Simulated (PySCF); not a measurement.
Compound: C7H15NSi.
SMILES with atom numbers: `[CH2:1]1[CH2:2][CH:3]([N:4]2[CH2:5][CH2:6][CH2:7][SiH2:8]2)[CH2:9]1`

Cartesian coordinates in Å at the GFN2-xTB level; atoms count from 1:
```
atom  x, y, z in Å
C1    -2.9404    0.0476   -0.7601
C2    -2.0021    1.1603   -0.2713
C3    -1.1146    0.1032    0.4038
N4     0.2912    0.1906    0.1726
C5     1.1125   -0.7158    0.9547
C6     2.5666   -0.3172    0.7314
C7     2.7383   -0.0188   -0.7551
Si8    1.0883    0.7920   -1.2257
C9    -1.9034   -1.0031   -0.3412
H10   -3.8619   -0.0144   -0.1847
H11   -3.1873    0.0719   -1.8191
H12   -2.4373    1.9063    0.3901
H13   -1.4841    1.6632   -1.0826
H14   -1.2910    0.0572    1.4858
H15    0.8387   -0.6359    2.0134
H16    0.9478   -1.7579    0.6449
H17    2.7701    0.5896    1.3034
H18    3.2412   -1.1009    1.0811
H19    2.8866   -0.9458   -1.3081
H20    3.6113    0.6030   -0.9346
H21    0.6016    0.3091   -2.5271
H22    1.1200    2.2601   -1.2156
H23   -1.3354   -1.3961   -1.1816
H24   -2.2686   -1.8284    0.2665
```

NICS is the negative of the GIAO shielding at a point without a nucleus: at the ring centre (0) and 1 Å above and below it (1); zz is the component along the ring normal. Level: GIAO PBE0/pcSseg-1 (PySCF, non-relativistic, gas phase) on the GFN2-xTB geometry, one conformer.

Rings: 1. C1–C2–C3–C9; 2. N4–C5–C6–C7–Si8.

| set | NICS(0) | NICS(1), two faces | NICS(1)zz, two faces |
| --- | --- | --- | --- |
| P | 0.3 | 0.1 / -0.9 | 4.9 / 1.9 |
| Q | -6.4 | -3.2 / -3.7 | -1.2 / -2.4 |

Q: Which set (ppm) belongs to which ring?

A: P = 1, Q = 2.
- 1 (4-membered carbocycle; formal bonds all single): mean NICS(1)zz 3.4 ppm, deshielded. C1, C2, C3, C9 have four or more neighbours, so the value isn't read as a sign of a π ring current.
- 2 (5-membered ring with N and Si; formal bonds all single): mean NICS(1)zz -1.8 ppm, near zero. C5, C6, C7, Si8 have four or more neighbours, so the value isn't read as a sign of a π ring current.

Q: How do the rings differ in shape?

A: 
```json
{"ring": "1", "bond lengths (Å)": "1.535, 1.537, 1.550, 1.535", "rms pucker (Å)": "0.07", "HOMA": "–", "nearest outside atom to a NICS(1) probe (Å)": "hydrogen 1.52"}
{"ring": "2", "bond lengths (Å)": "1.452, 1.524, 1.526, 1.898, 1.718", "rms pucker (Å)": "0.17", "HOMA": "–", "nearest outside atom to a NICS(1) probe (Å)": "hydrogen 1.38"}
```
